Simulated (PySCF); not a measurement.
# BeTe: from constants to spectrum

PBE0 constants of BeTe, ³Π (triplet), unpaired electrons σ ↑, π ↑, a second solution, started from another occupation (basis Be cc-pVDZ, Te cc-pVDZ-PP with ECP28; scalar-relativistic core potentials; PySCF 2.14; masses 9.0122 and 129.9062 u):

```
ωe              : 553.7 cm⁻¹
ωexe            : 3.26 cm⁻¹
Be              : 0.38676 cm⁻¹
αe              : 0.00315 cm⁻¹
D (centrifugal) : 7.55e-07 cm⁻¹
```

Question: Give the vibrational terms G(v) and spacings up to v = 6.

Answer: G(v) = ωe(v+½) − ωexe(v+½)².

```
v  G(v) (cm⁻¹)  G(v) − G(v−1)  Bv (cm⁻¹)
0          276                    0.3852
1          823            547     0.3820
2         1364            541     0.3789
3         1898            534     0.3757
4         2426            528     0.3726
5         2947            521     0.3694
6         3461            515     0.3663
```

These are scalar-relativistic numbers at best; spin–orbit coupling would shift them, the dissociation energy most.
